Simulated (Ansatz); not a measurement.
Heat of formation of CHBrClF (bromochlorofluoromethane) from total energies

The species is CHBrClF (5 atoms), meant as a singlet with charge 0. SMILES: `FC(Cl)Br`. The shape is that of a PBE0-D4/def2-TZVP optimisation.

Total energies at BLYP/def2-SVPD (Ansatz 0.2.0); the atoms run unrestricted:

| species | state | energy (Eh) |
| --- | --- | --- |
| CHBrClF | singlet | -3172.347322 |
| F | doublet | -99.644460 |
| C | triplet | -37.801743 |
| Cl | doublet | -459.998388 |
| Br | doublet | -2573.829308 |
| H | doublet | -0.496404 |

Harmonic wavenumbers at PBE0-D4/def2-TZVP, in cm⁻¹: 224, 317, 432, 667, 790, 1122, 1223, 1328, 3161.

Measured heats of formation of the gaseous atoms at 298.15 K, in kJ/mol: F 79.4, C 716.9, Cl 121.3, Br 111.9, H 218.0. Spin-orbit lowering of the atoms at 298 K (mean of the ground term's levels less their thermal mean, from spectra), in kJ/mol: F 1.29, C 0.02, Cl 3.44, Br 14.69. Take 1 Eh = 2625.50 kJ/mol, 1 cm⁻¹ = 0.0119627 kJ/mol, RT = 2.479 kJ/mol.

Task: Work out the heat of formation of the gas at 298 K.

Result: 
1. Electronic atomisation energy: (-99.644460) + (-37.801743) + (-459.998388) + (-2573.829308) + (-0.496404) − (-3172.347322) = 0.577019 Eh = 1515.0 kJ/mol.
2. Zero-point energy: half the sum of the wavenumbers, 4632 cm⁻¹ = 55.4 kJ/mol.
3. Thermal vibrational enthalpy, Σ hcν̃/(exp(hcν̃/kT) − 1): 3.8 kJ/mol. Translation, rotation and pV of a non-linear molecule: 4 RT = 9.9 kJ/mol.
4. The 5 free atoms carry 5/2 RT each: 31.0 kJ/mol.
5. Spin-orbit coupling lowers the free atoms by 1.29 + 0.02 + 3.44 + 14.69 = 19.4 kJ/mol.
6. Atomisation enthalpy at 298 K: 1515.0 − 19.4 − 55.4 − 3.8 − 9.9 + 31.0 = 1457.5 kJ/mol.
7. Sum of the atoms' heats of formation: 1247.5 kJ/mol. Heat of formation: 1247.5 − 1457.5 = -210.0 kJ/mol.

The tabulated value is -231.8 kJ/mol (Active Thermochemical Tables), so this level is off by +21.8 kJ/mol, or 1.5 % of the atomisation enthalpy that the table implies (1479.2 kJ/mol). Relativity is left out. Anharmonicity and any spin-orbit splitting of the molecule are left out.
